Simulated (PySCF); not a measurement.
# Polarisability and C₆ of Ti (titanium, neutral)

[Ar] 3d2 4s2, high-spin 3F determinant. All numbers are calculated (PySCF 2.14, the spin-free X2C one-electron Hamiltonian (Gaussian nucleus), in x2c-QZVPPall with one added diffuse shell each of s, p, d, f, g type (12s8p6d4f3g, 121 functions)). Coupled (time-dependent) response in atomic units; α is the mean over directions.

```tsv
method	mean α (bohr³)	C₆ (like pair)	S(−4)
UHF	145.7	1693	68290
PBE	104.5	1209	5781
```

S(−4) is the Cauchy moment in α(ω) = α(0) + S(−4) ω² + …

Reference α: 87 ± 10 bohr³ (recommended; Schwerdtfeger and Nagle, table of static dipole polarizabilities (2023 update)). Published C₆: 1044 (Chu and Dalgarno (2004); Tang, Norbeck and Certain (1976)).

Hartree-Fock lies above the reference because it lacks correlation, which contracts the outer shell.

α(iu) at UHF:

```tsv
u (hartree)	α(iu) (bohr³)
0	145.7
0.0500	110.9
0.100	78.57
0.200	38.67
0.300	22.25
0.500	10.61
0.750	6.004
1.00	4.069
1.50	2.356
2.00	1.571
3.00	0.8489
5.00	0.3644
```

A single London oscillator, α(iu) = α/(1 + u²/ω²), gives C₆ = (3/4) ω α². Matching the computed C₆ needs ω = 4 × 1693 / (3 × 145.7²) = 0.106 hartree.
